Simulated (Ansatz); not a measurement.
Basis sets compared for SnBr2 (the lowest singlet isomer of a short search). The state is a singlet with charge 0. Geometry r2SCAN-D4/def2-TZVP. Ansatz on 4 threads of Arm Neoverse V2 on a shared host; times are rough, and most runs start from earlier orbitals.

```
atom   x (Å)   y (Å)   z (Å)
 Sn1  -0.538  -0.485  -0.814
 Br2   0.712  -1.478   1.140
 Br3  -0.174   1.963  -0.326
```

In the def2 sets Sn takes a core potential; there is no spin–orbit coupling. The structure comes from a short search, and lower isomers may exist.

Binding counts from free atoms (Sn triplet, Br doublet) in the same basis, without a counterpoise term.

```csv
level,functions,energy (Eh),HOMO (eV),LUMO (eV),binding per atom (eV),wall time
PBE-D4/def2-SVP,90,-5361.3346,-6.54,-3.74,2.50,0.7 s
PBE-D4/def2-TZVP (with forces),146,-5361.9695,-6.70,-3.85,2.53,1.4 s
r2SCAN-D4/def2-TZVP,146,-5362.7887,-6.99,-3.82,2.48,3.1 s
PBE0-D4/def2-SVP,90,-5361.5170,-7.62,-3.16,2.40,1.1 s
PBE0-D4/def2-TZVP,146,-5362.1509,-7.73,-3.23,2.43,2.3 s
```

Task: Estimate the rows for PBE-D4/def2-TZVPD, r2SCAN-D4/def2-TZVPD, PBE0-D4/def2-TZVPD.

Result: 
| level | functions | energy (Eh) | HOMO (eV) | LUMO (eV) | binding per atom (eV) | wall time |
| --- | --- | --- | --- | --- | --- | --- |
| PBE-D4/def2-TZVPD | 170 | -5361.9706 | -6.74 | -3.89 | 2.53 | 1.9 s |
| r2SCAN-D4/def2-TZVPD | 170 | -5362.7895 | -7.01 | -3.84 | 2.48 | 3.9 s |
| PBE0-D4/def2-TZVPD | 170 | -5362.1518 | -7.75 | -3.26 | 2.44 | 3.2 s |
